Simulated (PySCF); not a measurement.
Compound: C8H7ClSi.
Bonds: Cl1–C2, C2–C3 (aromatic), C3–C4 (aromatic), C4–C5 (aromatic), C5–C6 (aromatic), C6–C7 (aromatic), C7–C8, C8–C9 (double), C9–Si10, C2–C7 (aromatic), C6–Si10. Hydrogens: H11 on C3; H12 on C4; H13 on C5; H14 on C8; H15 on C9; H16, H17 on Si10.

All values: PBE0/pcSseg-1 and B3LYP/def2-SVPD (PySCF, non-relativistic), on one gas-phase PBE0-D3(BJ)/def2-SVP geometry that isn't relaxed in the solvent. The solvent is an IEF-PCM continuum (van der Waals radii × 1.2). The model holds no explicit solvent molecules, cavitation or dispersion.

Gas phase at PBE0/pcSseg-1: HOMO -6.83 eV, LUMO -1.73 eV, dipole 1.28 D.

**Question.** What does the continuum do to the energy, the frontier levels and the dipole at PBE0/pcSseg-1 in acetonitrile and dimethylsulfoxide?

**Answer.** 
```json
{"solvent": "acetonitrile", "ε": "35.69", "E(solvent) − E(gas) (kcal/mol)": "-3.11", "polarisation term (kcal/mol)": "-3.53", "distortion of the solute (kcal/mol)": "0.42", "HOMO (eV)": "-6.83", "LUMO (eV)": "-1.70", "dipole (D)": "1.82"}
{"solvent": "dimethylsulfoxide", "ε": "46.83", "E(solvent) − E(gas) (kcal/mol)": "-3.15", "polarisation term (kcal/mol)": "-3.58", "distortion of the solute (kcal/mol)": "0.43", "HOMO (eV)": "-6.84", "LUMO (eV)": "-1.70", "dipole (D)": "1.82"}
```

The first energy column is the sum of the next two and covers electrostatics alone. From acetonitrile to dimethylsulfoxide the lowering changes by a factor 1.01, Onsager's factor (ε − 1)/(2ε + 1) by 1.01 and ε itself by 1.3.

**Question.** Which radius a makes the point-dipole formula ΔE = −[(ε − 1)/(2ε + 1)]·μ²/a³ give the value in dimethylsulfoxide, with the gas-phase dipole?

**Answer.** μ = 0.503 au and |ΔE| = 0.00502 Eh give a = 1.53 Å; the farthest nucleus lies 3.64 Å from the centroid of the nuclei, so such a sphere wouldn't even hold the nuclei. The formula assumes a rigid point dipole at the centre of a sphere.

**Question.** Which Mulliken charges (PBE0/pcSseg-1) respond most in acetonitrile (means over atoms taken as equivalent)?

**Answer.** 
| atoms | environment | gas (e) | solvent (e) | change |
| --- | --- | --- | --- | --- |
| H13 | aromatic hydrogen | +0.090 | +0.110 | +0.020 |
| H12 | aromatic hydrogen | +0.104 | +0.123 | +0.019 |
| H15 | vinylic hydrogen | +0.118 | +0.135 | +0.017 |
| H11 | aromatic hydrogen | +0.104 | +0.119 | +0.015 |
| C6 | substituted aromatic carbon | -0.330 | -0.344 | -0.014 |
| Cl1 | aryl chlorine | -0.104 | -0.117 | -0.013 |

**Question.** Which Mayer bond orders change most in acetonitrile?

**Answer.** 
```csv
bond,length (Å),gas,solvent,change
Cl1–C2,1.736,1.126,1.110,-0.016
C6–C7,1.417,1.369,1.360,-0.009
C2–C3,1.397,1.373,1.369,-0.004
C7–C8,1.474,1.107,1.103,-0.004
C8–C9,1.350,1.821,1.817,-0.004
C4–C5,1.399,1.405,1.402,-0.003
Si10–H16,1.495,0.933,0.936,+0.003
Si10–H17,1.495,0.933,0.936,+0.003
```

Gas phase at B3LYP/def2-SVPD: HOMO -6.61 eV, LUMO -1.88 eV, dipole 1.20 D.

**Question.** What does the continuum do to the energy, the frontier levels and the dipole at B3LYP/def2-SVPD in acetonitrile?

**Answer.** 
| solvent | ε | E(solvent) − E(gas) (kcal/mol) | polarisation term (kcal/mol) | distortion of the solute (kcal/mol) | HOMO (eV) | LUMO (eV) | dipole (D) |
| --- | --- | --- | --- | --- | --- | --- | --- |
| acetonitrile | 35.69 | -2.49 | -2.85 | 0.36 | -6.56 | -1.82 | 1.72 |

**Question.** How does the static polarisability (B3LYP/def2-SVPD, frozen core, with the continuum's full static response) change?

**Answer.** 
| medium | isotropic (au) | principal values (au) | ⟨r²⟩ of the electrons (bohr²) |
| --- | --- | --- | --- |
| gas | 134.0 | 79.5, 146.4, 176.1 | 1916.5 |
| acetonitrile | 193.4 | 114.7, 212.6, 252.8 | 1915.1 |

The isotropic value in acetonitrile is 1.44 times the gas-phase one; no cavity-field correction is applied. ⟨r²⟩ is taken about the centre of nuclear charge.
